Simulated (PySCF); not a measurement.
Vertical excitations of a molecule C₅H₅Cl from TDA-B3LYP/def2-SVPD (PySCF 2.14.0), as energy in eV (oscillator strength): 6.03 (0.001), 6.21 (0.015), 6.45 (0.008), 6.57 (0.150), 6.71 (0.000), 6.81 (0.000), 6.87 (0.004), 6.89 (0.007), 6.95 (0.097), 7.13 (0.003). Lowest triplet (TDA): 4.15 eV. Coordinates come from a B3LYP-D3(BJ)/def2-SVP optimisation. One conformer was computed; it need not be the lowest.

Question: Which structure fits?
(A) ClC1=CCC=C1
(B) C#C/C(C)=C/Cl
(C) C#CCC(=C)Cl
(D) C=CC=C=CCl

Answer: C, C#CCC(=C)Cl
